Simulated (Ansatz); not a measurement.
`C#CB(C)F` and `C#[C][Al]([CH3])[F]` differ in one element.

Ansatz, PBE0-D4/def2-TZVP geometries, multiplicity 1. 

```
                               property  `C#CB(C)F`
      LUMO energy (PBE/def2-TZVPP) / eV       -2.34
    HOMO–LUMO gap (PBE/def2-TZVPP) / eV        4.81
  HOMO energy (ωB97M-V/def2-TZVPP) / eV      -10.69
  LUMO energy (ωB97M-V/def2-TZVPP) / eV        0.71
HOMO–LUMO gap (ωB97M-V/def2-TZVPP) / eV       11.40
   HOMO–LUMO gap (PBE0/def2-TZVPP) / eV        7.02
```

Task: Give the same properties after the change, and the shifts. (Estimate.)

Result: Computed: 
```csv
property,`C#[C][Al]([CH3])[F]`,shift
LUMO energy (PBE/def2-TZVPP) / eV,-1.99,0.35
HOMO–LUMO gap (PBE/def2-TZVPP) / eV,5.10,0.29
HOMO energy (ωB97M-V/def2-TZVPP) / eV,-10.58,0.11
LUMO energy (ωB97M-V/def2-TZVPP) / eV,0.58,-0.13
HOMO–LUMO gap (ωB97M-V/def2-TZVPP) / eV,11.16,-0.24
HOMO–LUMO gap (PBE0/def2-TZVPP) / eV,7.15,0.13
```

With PBE0 the HOMO rises by 0.08 eV and the LUMO rises by 0.22 eV, so the gap widens by about 0.14 eV. PBE moves the HOMO by 0.06 eV and ωB97M-V by 0.11 eV.
